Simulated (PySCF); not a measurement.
# [CeSF]+ at several levels of theory

Computed with PySCF 2.14.0 (density fitting, no spin-orbit coupling) at the geometry relaxed with PBE0:

```xyz
3
[CeSF]+ (singlet)
Ce   -0.1786    0.0000   -0.2764
S     1.8334    0.0000    0.7227
F    -1.9112    0.0000    0.6156
```

```json
{"level": "PBE0", "basis": "Ce def2-SVP with ECP28, S def2-SVP, F def2-SVP", "state": "singlet", "HOMO (eV)": "-12.78", "gap (eV)": "3.64", "charge on Ce1 (e)": "1.25", "population of f-type functions on Ce1 (core shells left out)": "1.03", "dipole about the centre of mass (D)": "4.46", "largest force component (eV/Å)": "0.01"}
{"level": "BLYP", "basis": "the same", "state": "singlet", "HOMO (eV)": "-11.27", "gap (eV)": "0.64", "charge on Ce1 (e)": "1.16", "population of f-type functions on Ce1 (core shells left out)": "1.22", "dipole about the centre of mass (D)": "4.00", "largest force component (eV/Å)": "1.55"}
```

Charges are Mulliken's, which hang on the basis. The relaxation used the grid (50, 194), these runs (75, 302) or, all-electron (x2c bases, spin-free X2C Hamiltonian), (99, 590).

Task: What does r2SCAN with Ce def2-SVP with ECP28, S def2-SVP, F def2-SVP give here?

Result: state singlet, HOMO (eV) -11.72, gap (eV) 1.07, charge on Ce1 (e) 1.26, population of f-type functions on Ce1 (core shells left out) 1.08, dipole about the centre of mass (D) 4.50, largest force component (eV/Å) 0.71. Time: 24 s on 2 threads of Intel(R) Xeon(R) Processor @ 2.50GHz (Skylake/Cascade Lake), on a shared host, from an already converged density.

In the first row's basis the gap widens with exact exchange: 0.6 to 1.1 eV for BLYP, r2SCAN (none); 3.6 eV for PBE0 (a fixed share).

No other spin state of this charge was computed.

Small gap, closed shell not tested for a spin-broken solution: BLYP.
